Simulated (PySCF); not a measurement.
H3S, charge +1, singlet, at a GFN2-xTB geometry; PySCF with HF/aug-cc-pVDZ.

Here is a job for PySCF.
```python
from pyscf import gto, scf

mol = gto.M(
    atom='''
S     0.10558214   -0.00190789    0.04613646
H    -0.31822157    0.99705449   -0.76565970
H    -0.35082551   -0.98045104   -0.77282250
H    -1.02026722    0.01392277    0.80029891
''',
    basis='aug-cc-pvdz',
    charge=1,
    verbose=4,
)

mf = scf.RHF(mol)
mf.kernel()
```

What the program printed (banner, timings and long lists left out):

```
PySCF version 2.14.0

[INPUT] verbose = 4
[INPUT] num. atoms = 4
[INPUT] num. electrons = 18
[INPUT] charge = 1
[INPUT] spin (= nelec alpha-beta = 2S) = 0
[INPUT] symmetry False subgroup None
[INPUT] Mole.unit = angstrom
[INPUT] Symbol           X                Y                Z      unit          X                Y                Z       unit  Magmom
[INPUT]  1 S      0.105582140000  -0.001907890000   0.046136460000 AA    0.199521328245  -0.003605389576   0.087185273757 Bohr   0.0
[INPUT]  2 H     -0.318221570000   0.997054490000  -0.765659700000 AA   -0.601351614229   1.884159917368  -1.446887137617 Bohr   0.0
[INPUT]  3 H     -0.350825510000  -0.980451040000  -0.772822500000 AA   -0.662964131411  -1.852783944145  -1.460422867902 Bohr   0.0
[INPUT]  4 H     -1.020267220000   0.013922770000   0.800298910000 AA   -1.928025619671   0.026310222195   1.512345757688 Bohr   0.0

nuclear repulsion = 19.545770222388
number of shells = 23
number of NR pGTOs = 83
number of NR cGTOs = 54
basis = aug-cc-pvdz
ecp = {}

******** <class 'pyscf.scf.hf.RHF'> ********
method = RHF
initial guess = minao
damping factor = 0
level_shift factor = 0
DIIS = <class 'pyscf.scf.diis.CDIIS'>
diis_start_cycle = 1
diis_space = 8
diis_damp = 0
SCF conv_tol = 1e-09
SCF conv_tol_grad = None
SCF max_cycles = 50
direct_scf = True
direct_scf_tol = 1e-13
Set gradient conv threshold to 3.16228e-05
Initial guess from minao.
init E= -399.198468136413
  HOMO = -0.434336702163058  LUMO = 0.0200983331055897  gap/eV = 12.36581
cycle= 1 E= -398.929936445625  delta_E= 0.269  |g|= 0.313  |ddm|= 1.65
  HOMO = -0.825396925377791  LUMO = -0.159982051515408  gap/eV = 18.10686
cycle= 2 E= -398.972229605231  delta_E= -0.0423  |g|= 0.078  |ddm|= 0.334
  HOMO = -0.786118620520288  LUMO = -0.141058716684701  gap/eV = 17.55297
cycle= 3 E= -398.974600993366  delta_E= -0.00237  |g|= 0.0217  |ddm|= 0.137
  HOMO = -0.788484277233839  LUMO = -0.139780639095516  gap/eV = 17.65213
cycle= 4 E= -398.974938181306  delta_E= -0.000337  |g|= 0.00499  |ddm|= 0.0261
  HOMO = -0.788192749686392  LUMO = -0.13998884454228  gap/eV = 17.63853
cycle= 5 E= -398.97495851871  delta_E= -2.03e-05  |g|= 0.00119  |ddm|= 0.00828
  HOMO = -0.788728361661903  LUMO = -0.140026930592573  gap/eV = 17.65207
cycle= 6 E= -398.974959406455  delta_E= -8.88e-07  |g|= 0.000157  |ddm|= 0.00299
  HOMO = -0.788715807667665  LUMO = -0.140035969046255  gap/eV = 17.65148
cycle= 7 E= -398.974959423112  delta_E= -1.67e-08  |g|= 1.85e-05  |ddm|= 0.000376
  HOMO = -0.788720638025581  LUMO = -0.140036918543912  gap/eV = 17.65158
cycle= 8 E= -398.974959423328  delta_E= -2.16e-10  |g|= 2.94e-06  |ddm|= 3.68e-05
  HOMO = -0.78871990635409  LUMO = -0.140036785378291  gap/eV = 17.65157
Extra cycle  E= -398.974959423333  delta_E= -5.12e-12  |g|= 9.48e-07  |ddm|= 5.04e-06
converged SCF energy = -398.974959423333
```
